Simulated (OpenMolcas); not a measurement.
An OpenMolcas run meant for I⁴⁺ (ANO-RCC-VDZP, X2C; inactive shells 1s 2s 2p 3s 3p 3d 4s 4p 4d 5s; intended active space 1 electron in 3 orbitals (5p)). One step of its input:

```
&RASSCF
FileOrb=start.orb
Symmetry=2
Spin=2
nActEl=1 0 0
Inactive=15 9
Ras2=0 3
CIRoot=3 3 1
SDav=3
CIMx=300
Iter=2 100
PrWF=0.3
OrbListing=Nothing
MaxOrb=0
Atom
>>> COPY $Project.JobIph JOB001
```

Lines from the output:

```
...
        1   1    6    0  -108.95260381    0.00E+00   2.65E-01*  15  16 1  4.60E-01*  0.00   0.00    SX    NO
        2   1    4    0  -109.10045764   -1.48E-01*  1.19E-02   14  21 1 -5.17E-02*  0.00   0.00    SX    NO
      No convergence after  2 iterations
        3   1    4    0  -109.10386725   -3.41E-03*  1.19E-02   15  16 1  1.74E-02*  0.00   0.00    SX    NO
      Natural orbitals and occupation numbers for root  1
      sym 2:   1.000000  -0.000000   0.000000
      Natural orbitals and occupation numbers for root  2
      sym 2:   0.000000   1.000000   0.000000
      Natural orbitals and occupation numbers for root  3
      sym 2:   0.000000   0.000000   1.000000
::    RASSCF root number  1 Total energy:  -7109.10386725
::    RASSCF root number  2 Total energy:  -7109.10386725
::    RASSCF root number  3 Total energy:  -7109.10386725
                  YZ= -1.0129E-15              ZZ= -2.6354E+00
--
  Molden files will not be produced
      Average orbitals are written to the RASORB file
--- Stop Module: rasscf at  /rc=_RC_NOT_CONVERGED_ ---
.#######################.
.# Convergence problem #.
.#######################.
```

Problem. What is wrong with the input?

Solution. The iteration limit is far too low, so the equations stop before they converge.
